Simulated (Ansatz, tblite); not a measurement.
Cost and result up the ladder for the cluster Tl2H2⁻ (4 atoms). The state is a doublet with charge -1. Geometry: r2SCAN-D4/def2-TZVPD.

Cartesian coordinates in Å:
```
Tl -1.388 -0.543 -0.515
Tl 1.309 0.873 -0.106
H -0.547 0.784 0.889
H 0.626 -1.114 -0.268
```

Ansatz on 4 threads of AMD EPYC 9R45 on a shared host; xTB runs through tblite on one thread. Times are rough, summed over both states, and most runs start from the orbitals of an earlier one. CCSD(T)/def2-TZVPPD serves as the yardstick here, not as an exact answer. The other state is a quartet at its own geometry.

In the def2 sets Tl takes a core potential; there is no spin–orbit coupling. The xTB rows come from tblite. Correlated methods freeze 8 core orbitals; core or outer-core shells of Tl are correlated, in sets that lack core-valence functions. The structure comes from a short search, and lower isomers may exist.

xTB has no spin-polarisation term.

```tsv
level	functions	quartet − doublet (eV)	difference from CCSD(T)/def2-TZVPPD (eV)	remarks
HF/def2-TZVPD	130	1.98	-0.57	–
PBE-D4/def2-TZVPD	130	2.54	-0.01	HOMO above zero (doublet), HOMO above zero (quartet)
r2SCAN-D4/def2-TZVPD (with forces)	130	2.45	-0.10	HOMO above zero (doublet), HOMO above zero (quartet)
PBE0-D4/def2-TZVPD	130	2.50	-0.05	HOMO above zero (doublet), HOMO above zero (quartet)
BHLYP-D4/def2-TZVPD	130	2.57	0.02	HOMO above zero (doublet), HOMO above zero (quartet)
CAM-B3LYP-D4/def2-TZVPD	130	2.59	0.04	HOMO above zero (quartet)
GFN1-xTB	12	5.11	2.56	–
MP2/def2-TZVPD	130	2.64	0.09	–
CCSD(T)/def2-TZVPPD	146	2.55	0.00	–
GFN2-xTB	10	7.30	4.75	–
r2SCANh-D4/def2-TZVPD	130	2.44	-0.11	HOMO above zero (doublet), HOMO above zero (quartet)
ωB97X-V/def2-TZVPD	130	2.65	0.10	–
RPA@PBE/def2-TZVPD	130	2.62	0.07	–
```

Estimate how long each takes.

GFN1-xTB 0.002 s; GFN2-xTB 0.002 s; MP2/def2-TZVPD 1.8 s; HF/def2-TZVPD 2 s; PBE0-D4/def2-TZVPD 3.2 s; BHLYP-D4/def2-TZVPD 3.3 s; PBE-D4/def2-TZVPD 3.6 s; CAM-B3LYP-D4/def2-TZVPD 3.8 s; r2SCAN-D4/def2-TZVPD (with forces) 5 s; r2SCANh-D4/def2-TZVPD 5.5 s; RPA@PBE/def2-TZVPD 5.8 s; ωB97X-V/def2-TZVPD 9.6 s; CCSD(T)/def2-TZVPPD 39 s. On shared hardware such times vary by a factor of up to 3.
